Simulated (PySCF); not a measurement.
A species of formula C2H9NSi3 has this rotational fingerprint, computed with PBE0/def2-SVPD in PySCF (dipole) on a GFN2-xTB geometry, gas phase:

```
Rotational constants : A = 1588, B = 1342, C = 1049 MHz
Dipole components    : |μa| = 0.00 D, |μb| = 3.59 D, |μc| = 1.75 D
Inertial defect      : -212.98 u·Å²
κ                    : 0.09
```

Question: Which candidate fits, each taken in the one conformer that was computed?
A. `[CH:1]#[C:2][SiH2:3][N:4]([SiH3:5])[SiH3:6]` with C2–Si3–N4–Si5 68°
B. `C[Si]([SiH3])([SiH3])C#N`

Answer: B. It is C[Si]([SiH3])([SiH3])C#N, an asymmetric top, point group Cs. The candidates at the same level (rigid rotor, commonest isotopes):

```
                  SMILES  A (MHz)  B (MHz)  C (MHz)  μa (D)  μb (D)  μc (D)  Δ (u·Å²)  point group           rotor
C[Si]([SiH3])([SiH3])C#N     1588     1342     1049    0.00    3.59    1.75   -212.98           Cs  asymmetric top
C#C[SiH2]N([SiH3])[SiH3]     2345     1233     1017    0.25    0.08    0.31   -128.36           C1  asymmetric top
```

`C#C[SiH2]N([SiH3])[SiH3]` has A 48 % too high. In the right answer the mirror of this Cs structure is the bc plane, so μa vanishes by symmetry (the 0.01 D computed is a residue). No structure here is proved a minimum.
